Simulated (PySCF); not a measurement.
# Correlation energy of P⁺ (phosphorus, charge +1)

[Ne] 3s1 3p3, high-spin 5S determinant (an excited configuration). Calculation: PySCF 2.14, in aug-cc-pwCVTZ (8s7p5d3f, 75 functions); no relativity, point nucleus. Frozen: 1s2; 12 electrons correlated.

| level | correlation energy (mhartree) |
| --- | --- |
| CCSD | -289.37 |
| (T) | -2.06 |
| CCSD(T) | -291.43 |

Diagnostics: T1 = 0.0025, D1 = 0.0062, largest double amplitude 0.036.

Cost of the coupled-cluster step: roughly 13 core-seconds, for 12 correlated electrons.
